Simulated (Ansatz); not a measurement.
This geometry of BF2H4N (8 atoms, charge 0, multiplicity 1) is a first-order saddle point.

The calculation used RKS B3LYP/6-31G* (Ansatz).

```xyz
8
Properties=species:S:1:pos:R:3
B 0.045 0.419 -0.044
F -0.361 -0.280 1.579
F 1.221 -0.139 -0.372
H -0.925 0.200 -0.701
N 0.143 1.746 0.692
H 1.074 2.152 0.740
H -0.547 2.455 0.468
H -0.190 0.785 1.672
```

Task: Which two structures does it join? (They come from a converged band through this point; their orientation in space is the band's.)

Result: Bonds broken: B1–F2, N5–H8. Bonds formed: F2–H8. BF2H4N becomes BFH3N + FH.

Image 0:

```xyz
8
Properties=species:S:1:pos:R:3
B 0.013 0.112 0.139
F 0.167 -0.689 1.250
F 1.112 0.135 -0.691
H -1.063 0.049 -0.412
N 0.044 1.689 0.825
H 0.944 1.828 1.288
H -0.063 2.411 0.112
H -0.694 1.804 1.521
```

Image 8:

```xyz
8
Properties=species:S:1:pos:R:3
B 0.127 0.600 -0.367
F -0.504 -0.279 2.266
F 1.230 -0.117 -0.578
H -0.903 0.280 -0.870
N 0.209 1.746 0.465
H 1.107 2.126 0.746
H -0.540 2.427 0.486
H -0.267 0.556 1.885
```

Task: How far does it lie above each of them?

Result: 1.54 eV above the first and 0.35 eV above the second. This is the barrier of this one path; another mechanism may lie lower. The orbitals stay closed-shell, which can raise the energy where a bond breaks towards radicals; this wasn't checked here.

Time of the run: 2.4 min on 1 thread of Arm Neoverse V2, on a shared host, peak memory 0.12 GiB.
